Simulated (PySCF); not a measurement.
# Telling isomers of C6H8O2 apart by NMR

PySCF calculation with J couplings at B3LYP/pcJ-1 (spin–dipole term left out of most H,H and C,H couplings), PBE0/pcSseg-1 with gauge-including orbitals and GFN2-xTB structure; rapidly exchanging positions averaged, no solvent, single conformer, non-relativistic Hamiltonian.

Shifts are taken against calculated references (same method and geometry level): ¹H and ¹³C against TMS. Multiplet labels drop J under 1 Hz and among equivalent protons, and merge close values. Unscaled 3J(H,H) run several per cent high. Where no couplings were computed, multiplicities follow the n + 1 count of equivalent neighbours, and m marks all less simple cases (inequivalent or close neighbours, rings, F or P nearby). Acid and N–H amide carbonyl carbons lie up to 10 ppm further downfield in solution (hydrogen bonding). Shifts are as computed. Against solution values, carbons near 30 ppm lie about +3 ppm off and those near 130 ppm about +5 ppm. Of 1211 compounds with measured shifts, 218 miss one by over three times the rms of a fit or turn the order of signals round; such compounds aren't used in these exercises. OH and NH positions are gas-phase values without hydrogen bonding to other molecules.

(1) Tabulate the signals of `C=CC1(C=O)COC1`, `COC1=CC(=O)CC1`, `C=C(/C=C/C)C(=O)O`, `OCC1=CCC=CO1` and their relative energies.

(2) What is the quickest way to tell COC1=CC(=O)CC1 from C=C(/C=C/C)C(=O)O?

(3) What is the quickest way to tell C=CC1(C=O)COC1 from COC1=CC(=O)CC1?

(4) What is the quickest way to tell C=CC1(C=O)COC1 from C=C(/C=C/C)C(=O)O?

## Answers

(1) 
```json
{"SMILES": "C=CC1(C=O)COC1", "carbon types": "1×C 2×CH 3×CH2", "δC": "200.4, 145.9, 126.7, 79.8, 59.0", "δH": "9.54 (s, 1H), 6.17 (m, 1H), 5.82 (m, 1H), 5.42 (m, 1H), 5.23 (m, 2H), 4.82 (m, 2H)", "E rel. (kcal/mol)": "45.0"}
{"SMILES": "COC1=CC(=O)CC1", "carbon types": "2×C 1×CH 2×CH2 1×CH3", "δC": "204.6, 198.0, 109.2, 59.0, 36.6, 31.7", "δH": "5.18 (t, 1H), 3.96 (s, 3H), 2.53 (m, 2H), 2.34 (m, 2H)", "E rel. (kcal/mol)": "0.0"}
{"SMILES": "C=C(/C=C/C)C(=O)O", "carbon types": "2×C 2×CH 1×CH2 1×CH3", "δC": "171.5, 144.3, 143.4, 133.3, 132.4, 23.4", "δH": "7.17 (m, 1H), 6.33 (br s, 1H), 6.26 (d, 1H), 6.08 (br s, 1H), 5.85 (br s, 1H), 2.01 (d, 3H)", "E rel. (kcal/mol)": "2.8"}
{"SMILES": "OCC1=CCC=CO1", "carbon types": "1×C 3×CH 2×CH2", "δC": "158.8, 148.2, 106.5, 103.8, 69.2, 25.3", "δH": "6.47 (d, 1H), 4.85 (t, 1H), 4.82 (m, 1H), 4.22 (s, 2H), 3.02 (m, 2H), 1.06 (br s, 1H)", "E rel. (kcal/mol)": "22.9"}
```

Energies are electronic energies at PBE0/pcSseg-1 on these geometries, without zero-point or thermal terms, each for the one conformer computed, which needn't be the lowest.

(2) Both give the same number of carbon signals, but DEPT or the intensities differ. The first has an sp3 CH2 α to a carbonyl at 36.6 ppm, the second a β carbon of a C=C–C=O unit (CH2) at 132.4 ppm. Their most deshielded carbons lie at 204.6 and 171.5 ppm. In the proton spectra the most deshielded non-exchanging signals are 5.18 (t, J = 1.6 Hz, 1H) and 7.17 (m, 1H).

(3) Count the carbon signals: 5 against 6. The first has an aldehyde carbonyl carbon (CH) at 200.4 ppm, the second a ketone carbonyl carbon (C) at 204.6 ppm. In the proton spectra the most deshielded non-exchanging signals are 9.54 (s, 1H) and 5.18 (t, J = 1.6 Hz, 1H).

(4) Count the carbon signals: 5 against 6. The first has a quaternary sp3 carbon α to a carbonyl (C) at 59.0 ppm, the second a carboxylic acid carbon (C) at 171.5 ppm. Their most deshielded carbons lie at 200.4 and 171.5 ppm. In the proton spectra the most deshielded non-exchanging signals are 9.54 (s, 1H) and 7.17 (m, 1H).
